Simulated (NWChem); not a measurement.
# LaBrCl₂; SMILES [Cl][La]([Cl])[Br]

This build's default masses of Se (78.918 u) and Br (79.917 u) are each other's, which moves their modes by up to 0.6 %. def2 effective core potentials on La; no spin-orbit coupling.

**Question.** Give the equilibrium geometry at PBE0/def2-SVP with def2 effective core potentials on La (NWChem) as a Z-matrix, with the point group.

**Answer.** point group Cs; any orientation.
```
La
Cl 1 2.6008
Cl 1 2.6008 2 118.63
Br 1 2.7658 2 119.08 3 -159.57
```
